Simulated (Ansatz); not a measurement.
`[GeH3][SiH2][SiH2][GeH2][GeH2][GeH3]`. Charge 0, multiplicity 1. All single points use the PBE0-D4/def2-TZVP geometry. It is one conformer, not always the lowest.

```xyz
20

Ge   -0.279    1.185   -2.415
Si   -0.876    2.009   -0.262
Si    0.997    1.950    1.130
Ge    1.816   -0.285    1.202
Ge    0.002   -1.839    1.648
Ge   -1.191   -2.489   -0.360
H     0.655    2.187   -3.116
H    -1.516    0.963   -3.300
H     0.472   -0.151   -2.283
H    -1.933    1.141    0.326
H    -1.422    3.389   -0.390
H     2.048    2.868    0.611
H     0.640    2.375    2.513
H     2.892   -0.427    2.296
H     2.465   -0.652   -0.145
H    -0.983   -1.200    2.646
H     0.569   -3.111    2.307
H    -0.198   -3.000   -1.417
H    -1.966   -1.301   -0.951
H    -2.192   -3.612   -0.040
```

(1) What is the dipole moment at r2SCAN/def2-TZVPP? (Estimate.)

(2) And with PBE, B3LYP, ωB97M-V? (Best estimate.)

(3) Give the Mulliken charges with r2SCAN, ωB97M-V, B3LYP in def2-TZVPP. (An estimate is asked.)

Results:

(1) Ansatz gave: 0.20 D, with components (-0.03, 0.18, 0.09) D in this frame, pointing from negative to positive charge.

(2) The calculation gave: PBE 0.16 D, B3LYP 0.26 D, ωB97M-V 0.24 D.

(3) The calculation gave: 
| atom | r2SCAN | ωB97M-V | B3LYP |
| --- | --- | --- | --- |
| Ge1 | 0.02 | -0.11 | 0.00 |
| Si2 | 0.10 | 0.02 | 0.10 |
| Si3 | 0.12 | 0.06 | 0.11 |
| Ge4 | 0.00 | -0.13 | 0.00 |
| Ge5 | -0.04 | -0.10 | -0.02 |
| Ge6 | 0.03 | -0.07 | 0.01 |
| H7 | -0.01 | 0.02 | 0.00 |
| H8 | 0.00 | 0.03 | 0.00 |
| H9 | 0.00 | 0.03 | 0.01 |
| H10 | -0.05 | 0.00 | -0.04 |
| H11 | -0.07 | -0.01 | -0.06 |
| H12 | -0.05 | 0.00 | -0.05 |
| H13 | -0.06 | 0.00 | -0.05 |
| H14 | 0.00 | 0.04 | 0.00 |
| H15 | 0.01 | 0.05 | 0.01 |
| H16 | 0.00 | 0.04 | 0.00 |
| H17 | 0.00 | 0.04 | 0.00 |
| H18 | 0.00 | 0.04 | 0.00 |
| H19 | 0.00 | 0.03 | 0.00 |
| H20 | -0.01 | 0.03 | 0.00 |

B3LYP here is the variant with VWN-RPA as its local correlation; programs differ in this.
